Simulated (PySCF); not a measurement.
H9NSi4, SMILES [SiH2]1[SiH2]N[SiH2][SiH2]1.

Coordinates come from a B3LYP-D3(BJ)/def2-SVP optimisation. The geometry has at least one imaginary mode, so it is a saddle point at that level. The structure was generated by enumeration, and PubChem lists no compound with its InChIKey, so it may never have been made.

Method: TDA-B3LYP/def2-SVPD run with PySCF 2.14.0.

Vertical excitations. Isolated molecule, no solvent.

Computed UV-visible absorptions:
```csv
state,energy (eV),λ (nm),f,main pairs
S1,5.45,228,0.000,HOMO→LUMO+1 96 %
S2,5.54,224,0.000,HOMO−1→LUMO 96 %
S3,5.62,220,0.000,HOMO→LUMO 97 %
S4,5.99,207,0.046,HOMO−1→LUMO+1 92 %
S5,6.02,206,0.000,HOMO→LUMO+2 98 %
S6,6.17,201,0.000,HOMO−2→LUMO 96 %
S7,6.19,200,0.023,HOMO−2→LUMO+1 95 %
S8,6.47,192,0.002,HOMO→LUMO+3 94 %
S9,6.48,191,0.264,HOMO−1→LUMO+2 89 %
S10,6.62,187,0.030,HOMO→LUMO+4 94 %
T1,5.18,240,0,HOMO−1→LUMO 97 %
T2,5.22,237,0,HOMO→LUMO+1 92 %
T3,5.26,235,0,"HOMO−1→LUMO+1 57 %, HOMO→LUMO 37 %"
T4,5.28,235,0,"HOMO→LUMO 60 %, HOMO−1→LUMO+1 35 %"
```
Triplets are in the Tamm–Dancoff approximation.
